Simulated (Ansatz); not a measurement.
Mulliken charges of CH5BFGaO (`FCB[O][GaH2]`) from PBE/def2-TZVPP in Ansatz (PBE0-D4/def2-TZVP geometry).

| atom | x (Å) | y (Å) | z (Å) | charge (e) |
| --- | --- | --- | --- | --- |
| F1 | 0.049 | 0.952 | 0.908 | -0.181 |
| C2 | 0.455 | -0.414 | 1.132 | -0.031 |
| B3 | 0.238 | -1.236 | -0.214 | 0.055 |
| O4 | -0.247 | -0.598 | -1.264 | -0.265 |
| Ga5 | -0.653 | 1.206 | -1.142 | 0.310 |
| H6 | -0.151 | -0.765 | 1.971 | 0.115 |
| H7 | 1.497 | -0.360 | 1.457 | 0.115 |
| H8 | 0.520 | -2.407 | -0.232 | -0.016 |
| H9 | -2.166 | 1.487 | -0.898 | -0.052 |
| H10 | 0.458 | 2.134 | -1.718 | -0.052 |

**Question.** By hand: the dipole of these point charges (1 e Å = 4.8032 D).

**Answer.** Σ q r = (0.088, 0.026, 0.304) e Å, of length 0.318 e Å = 1.53 D.

**Question.** How does the dipole of the full density compare? (Estimate.)

**Answer.** Ansatz gave: (0.103, 0.038, 0.360) e Å, 1.81 D; the point charges give 0.85 times that, at 1° from its direction.

Point charges leave out the atoms' own dipoles, such as those of lone pairs, and Mulliken's split depends on the basis, so the two needn't agree.
